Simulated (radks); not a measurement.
The strontium ion Sr3+, 35 electrons, occupied as [Ar] 3d10 4s2 4p5.

Method: scalar-relativistic Kohn-Sham, exchange-only B88, spin-polarised, spherical densities, point nucleus; open shells are filled with parallel spins first (spin-orbit coupling, left out, can overturn this in heavy ions); computed with a radial shooting solver on a logarithmic mesh with Libxc functionals.

Energy parts (Ry):
| part | energy |
|---|---|
| total | -6352.04788 |
| kinetic | 6517.43801 |
| electron-nucleus | -15227.83961 |
| Hartree | 2563.98111 |
| exchange | -205.62739 |

Orbitals (lengths in bohr, moments of r in powers of bohr; <r^-3> diverges for s and p1/2; r(max) is where P^2 peaks; r(90%) holds 90 % of the orbital's charge):
\begin{tabular}{lrrrrrr}
orbital & occ. & eigenvalue (Ry) & <r^-3> & <r^2> & r(90%) & r(max) \\ \hline
1s up & 1 & -1173.809 & - & 0.002067 & 0.0701 & 0.02553 \\
1s down & 1 & -1173.800 & - & 0.002067 & 0.0701 & 0.02553 \\
2s up & 1 & -160.7889 & - & 0.03507 & 0.267 & 0.1451 \\
2s down & 1 & -160.7839 & - & 0.03507 & 0.267 & 0.1451 \\
2p up & 3 & -143.1341 & 1804 & 0.02765 & 0.245 & 0.1160 \\
2p down & 3 & -143.1258 & 1804 & 0.02765 & 0.245 & 0.1160 \\
3s up & 1 & -26.64007 & - & 0.2780 & 0.730 & 0.4357 \\
3s down & 1 & -26.62881 & - & 0.2779 & 0.730 & 0.4357 \\
3p up & 3 & -20.94344 & 279.4 & 0.2901 & 0.757 & 0.4305 \\
3p down & 3 & -20.93072 & 279.4 & 0.2899 & 0.757 & 0.4306 \\
3d up & 5 & -11.53223 & 35.31 & 0.3023 & 0.807 & 0.3761 \\
3d down & 5 & -11.51754 & 35.35 & 0.3014 & 0.806 & 0.3761 \\
4s up & 1 & -5.02502 & - & 1.989 & 1.93 & 1.179 \\
4s down & 1 & -4.93326 & - & 1.993 & 1.94 & 1.177 \\
4p up & 3 & -3.64038 & 34.48 & 2.546 & 2.21 & 1.300 \\
4p down & 2 & -3.55051 & 34.36 & 2.570 & 2.22 & 1.300 \\
4d up & 0 & -1.76501 & 2.416 & 5.105 & 3.21 & 1.726 \\
4d down & 0 & -1.69845 & 2.298 & 5.333 & 3.29 & 1.750 \\
5s up & 0 & -1.58541 & - & 11.21 & 4.51 & 2.929 \\
5s down & 0 & -1.56044 & - & 11.44 & 4.56 & 2.956 \\
\end{tabular}

The highest occupied level is 4p down at -48.307 eV. Summed over all electrons, <r^2> = 22.31 bohr^2, which gives a Langevin (diamagnetic) susceptibility term of -17.7 x 10^-6 cm^3/mol.
